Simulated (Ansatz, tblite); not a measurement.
Removing an electron: Si(SH)2Cl2 (SiH₂S₂Cl₂). Charge 0, multiplicity 1. Geometry: PBE-D4/def2-SVP. Ansatz, gas phase; energy differences of separate SCF runs; the oxidised species was run as a doublet alone.

```xyz
7

Si    0.111   -0.012   -0.070
S    -1.821    0.562   -0.776
H    -1.306    1.307   -1.796
S    -0.162   -0.341    2.023
H     0.848   -1.256    2.083
Cl    1.480    1.485   -0.517
Cl    0.849   -1.744   -0.948
```

The xTB rows come from tblite. HOMO above LUMO, or a gap near zero within one spin, warns that the state may not be the lowest or that an electron is smeared out.

(1) Estimate orbital energies and vertical ionisation energies at: GFN1-xTB; GFN2-xTB; r2SCAN-D4/def2-TZVP; PBE0-D4/def2-TZVP.

## Answers

(1) 
```
              level  −HOMO (eV)  vertical IE (eV)  −LUMO (eV)  HOMO–LUMO gap (eV)                                     remarks
           GFN1-xTB       11.40             14.23        4.66                6.74                                           –
           GFN2-xTB       11.25             13.86        6.33                4.93                                           –
r2SCAN-D4/def2-TZVP        7.15              9.77        1.66                5.50  gap within one spin near zero (+1 doublet)
  PBE0-D4/def2-TZVP        8.11             10.00        0.98                7.13                                           –
```

Run but left out: PBE-D4/def2-TZVP (charge +1 doublet: an occupied level 0.01 eV above an empty one).  Raw xTB energy differences between charge states are shifted by several eV; the methods need an empirical correction for them.
